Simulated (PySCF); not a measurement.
## Ionisation of 3-fluorobenzonitrile

System: 3-fluorobenzonitrile, `N#Cc1cccc(F)c1` (C7H4FN). Atom numbers as in the mapped SMILES `[N:1]#[C:2][c:3]1[cH:4][cH:5][cH:6][c:7]([F:8])[cH:9]1`. These are map numbers, not IUPAC locants.

These are calculated values, ωB97X-D3(BJ)/ma-def2-TZVP in PySCF (grid level 2) at geometries from PBE0-D3(BJ)/def2-SVP. ωB97X-D3(BJ) is ωB97X-V with D3(BJ) in place of VV10. Zero-point and thermal terms (298.15 K, 1 bar) come from unscaled PBE0-D3(BJ)/def2-SVP harmonic frequencies, with soft modes damped to free rotors in the entropy.

Frontier levels of the parent: HOMO -10.06 eV, LUMO 0.06 eV.

Oxidation to the radical cation:
- Vertical ionisation energy (electronic): 9.86 eV
- Adiabatic ionisation energy (with zero-point energy): 9.66 eV
- Adiabatic, electronic part: 9.71 eV
- Vertical gap at the product's structure: 9.48 eV
- Inner reorganisation energy (four-point): 383 meV
- Relaxation of product / of parent: 156 / 227 meV
- ⟨S²⟩ of the product: 0.774
- Largest spin populations: C4 0.43, C7 0.28, C6 0.21, C5 -0.10
- Largest changes of atomic charge: C4 0.17, N1 0.15, C7 0.14, F8 0.12
- Distances that move most (Å): C3–C4 1.403 → 1.450; C6–C7 1.391 → 1.437; C7–F8 1.329 → 1.286; C3–C9 1.402 → 1.383
- Potential in acetonitrile: 7.25 V absolute, 2.70 V against Fc+/Fc computed at 4.54 V (solvation -28 → -258 kJ/mol)

Solvents are IEF-PCM continua (electrostatics only, gas-phase structures); absolute potentials refer to an electron at rest in vacuum. Fc+/Fc in acetonitrile, 4.54 V, is ωB97X-D3(BJ)/ma-def2-TZVP on PBE0-D3(BJ)/def2-SVP structures with GFN2-xTB thermal terms. Benchmark calculations put it near 5.0 V in acetonitrile and DMSO, so it is about 0.5 V low, and the value against it can read up to that much too high.

Measured values (NIST Chemistry WebBook, evaluated or the median of agreeing entries): adiabatic ionisation energy 9.79 eV (computed 9.66, difference -0.13).

Differences come from unrounded values, so a last digit can differ from that of the printed terms.
